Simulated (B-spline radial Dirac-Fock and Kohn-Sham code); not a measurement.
**Relativistic shifts of the levels of Lu²⁺**

System: lutetium as Lu²⁺, 1s2 2s2 2p6 3s2 3p6 3d10 4s2 4p6 4d10 4f14 5s2 5p6 6s1.

Both columns are ΔSCF binding energies of the configuration average from a B-spline atomic structure program: non-relativistic Hartree-Fock with a point nucleus, and Dirac-Fock with a finite nucleus and the Coulomb interaction alone, averaged over the two j levels with weights 2j+1.

```
shell  Hartree-Fock (eV)  Dirac-Fock (eV)  shift (eV)  shift (%)
   1s            58926.7          63640.4    +4713.67      +8.00
   2s             9699.6          10940.7    +1241.08     +12.80
   2p             9258.5           9667.5     +408.98      +4.42
   3s             2228.6           2532.4     +303.76     +13.63
   3p             2026.3           2139.4     +113.15      +5.58
   3d             1653.1           1638.6      -14.55      -0.88
   4s              467.7            540.9      +73.20     +15.65
   4p              383.9            409.5      +25.62      +6.67
   4d              232.6            229.0       -3.57      -1.53
   4f              38.94            32.05       -6.90     -17.71
   5p              52.81            54.79       +1.98      +3.74
   6s              18.71            19.97       +1.26      +6.74
```

Relativity binds 1s, 2s, 2p, 3s, 3p, 4s, 4p, 5p, 6s more strongly, among those listed most of all 4s in relative terms, and 3d, 4d, 4f more weakly, because the contracted s and p shells screen the nucleus better.

Values without a named source are computed, but for edge energies of neutral atoms, which are taken from tables.
